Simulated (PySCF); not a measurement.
Spectrum to structure. Theory: PySCF, TDDFT CAM-B3LYP/def2-SVPD, vertical, gas phase, core orbitals frozen in the response. Geometries: GFN2-xTB, one conformer each.

| state | E (eV) | f |
| --- | --- | --- |
| S1 | 6.61 | 0.013 |
| S2 | 7.12 | 0.014 |
| S3 | 7.65 | 0.446 |
| S4 | 7.92 | 0.012 |
| S5 | 8.05 | 0.0057 |
| S6 | 8.27 | 0.0007 |
| S7 | 8.36 | 0.011 |
| S8 | 8.46 | 0.0034 |

Triplets computed (Tamm–Dancoff): 4.49, 6.14, 6.85 eV.

Task: Which structure fits? All have the formula C5H5F3O.
A. `C1[C@@H](F)O[C@@H](C=1)C(F)F`
B. `C[C@]1(C(F)=C(F)F)CO1`
C. `C([C@@H]1C([C@@H](F)O1)=C)(F)F`
D. `F[C@@H]1O[C@@H](CF)C(F)=C1`

Result: B. Its S1, at 6.61 eV, is the lowest among the candidates; the nearest of the others has S1 at 7.01 eV. S1 is HOMO→LUMO (46%), HOMO→LUMO+3 (34%). Löwdin shares by element: HOMO carbon 54% or more, fluorine 21% or more (atoms not listed hold the other 24%); LUMO carbon 55% or more (atoms not listed hold the other 45%). At the same level the other candidates give, for their lowest levels:
- `C=C1[C@@H](F)O[C@@H]1C(F)F`: 7.01 eV (f 0.057); 7.29 eV (f 0.174); 7.68 eV (f 0.176); 7.99 eV (f 0.022); 8.15 eV (f 0.002); T1 4.32 eV; HOMO -9.85, LUMO 0.18 eV
- `FC(F)[C@@H]1C=C[C@@H](F)O1`: 7.22 eV (f 0.213); 7.58 eV (f 0.103); 7.97 eV (f 0.002); 8.13 eV (f 0.020); 8.40 eV (f 0.005); T1 4.44 eV; HOMO -9.82, LUMO 0.37 eV
- `FC[C@@H]1O[C@@H](F)C=C1F`: 7.32 eV (f 0.304); 7.58 eV (f 0.008); 7.75 eV (f 0.014); 8.04 eV (f 0.014); 8.18 eV (f 0.006); T1 4.50 eV; HOMO -9.59, LUMO 0.60 eV

The values belong to the conformer `[CH3:1][C@:2]1([C:3]([F:4])=[C:5]([F:6])[F:7])[CH2:8][O:9]1`: C1–C2–C3–F4 -60°.
